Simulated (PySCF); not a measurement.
C₆H₃F₃.
Z-matrix (Å and degrees, PBE0-D3(BJ)/def2-TZVP geometry), rows numbered from 1:
```
F 
C   1  1.3300
C   2  1.3806  1  120.57
C   3  1.3862  2  119.09  1   179.93
C   4  1.3863  3  120.83  2     0.07
C   5  1.3804  4  119.05  3    -0.05
F   6  1.3301  5  120.52  4  -179.93
C   2  1.3860  1  118.35  3   179.95
F   8  1.3251  2  120.64  1    -0.02
H   3  1.0822  2  118.94  1    -0.03
H   4  1.0826  3  119.58  2  -179.94
H   5  1.0823  4  121.98  3   179.98
```

ESP-fitted charges (e) from the PBE0/pcSseg-2 density (PySCF), one withheld:

| atom | bonded to | charge |
| --- | --- | --- |
| F1 | C2 | -0.1721 |
| C2 | F1 C3 C8 | +0.2968 |
| C3 | C2 C4 H10 | -0.3503 |
| C4 | C3 C5 H11 | -0.1072 |
| C5 | C4 C6 H12 | -0.3499 |
| C6 | C5 F7 C8 | +0.2909 |
| F7 | C6 | -0.1702 |
| C8 | C6 F9 C2 | ? |
| F9 | C8 | -0.1408 |
| H10 | C3 | +0.2112 |
| H11 | C4 | +0.1704 |
| H12 | C5 | +0.2120 |

Question: What is the charge on C8?

Answer: The charges add up to the total charge, 0. The others sum to -0.1092, which leaves +0.1092 e for C8 (aromatic C–F carbon); the computed value is +0.1093, the difference coming from rounding.

Question: Add each hydrogen's charge to the atom that carries it.

Answer: C3 -0.1391, C4 +0.0632, C5 -0.1379. Atoms without hydrogen keep their charges.

Question: Across which bond do the charges differ most?

Answer: C2–C3: +0.2968 on C2 against -0.3503 on C3, a difference of 0.6471 e.

Question: Take the bonds between elements whose Pauling electronegativities differ by more than 0.25. In how many does the more electronegative atom carry the lower charge?

Answer: In 6 of 6.

Question: How much positive and how much negative charge does this set hold in all?

Answer: +1.2906 e on 6 atoms and -1.2905 e on 6.

The ESP scheme fits charges at the nuclei, held to the total charge, to the electrostatic potential on points at 1.4 to 2.0 times the van der Waals radii. Geometry: PBE0-D3(BJ)/def2-TZVP; no solvent, vibrations or thermal averaging.
